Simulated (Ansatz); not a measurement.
Mg₂Se₂⁻. Charge -1, multiplicity 2. Geometry r2SCAN-D4/def2-SVPD; atoms count from 1.

```xyz
4

Mg    0.981   -0.554    0.910
Mg   -0.981    0.554   -0.910
Se    0.506    1.880    0.598
Se   -0.506   -1.880   -0.598
```

The structure comes from a short search, and lower isomers may exist.

Q: Estimate the Mulliken populations from the PBE0/def2-TZVPD orbitals of Ansatz.

A: 
| atom | charge (e) | spin (α − β) |
| --- | --- | --- |
| Mg1 | 0.36 | 0.59 |
| Mg2 | 0.36 | 0.59 |
| Se3 | -0.86 | -0.09 |
| Se4 | -0.86 | -0.09 |
Mulliken values and Mayer orders depend strongly on the basis. With diffuse functions, as here, like atoms can get unlike values, and bond orders can come out too low or too high.

Q: Where does the spin sit?

A: Summed by element: Mg 1.19, Se -0.19, of 1 unpaired in all. Largest on single atoms: Mg2 0.59, Mg1 0.59, Se3 -0.09.

Q: And the Mayer bond orders between bonded heavy atoms (over 0.3)?

A: Mg1–Mg2 0.43 (2.90 Å); Mg1–Se3 0.62 (2.50 Å); Mg1–Se4 0.62 (2.50 Å); Mg2–Se3 0.62 (2.50 Å); Mg2–Se4 0.62 (2.50 Å).
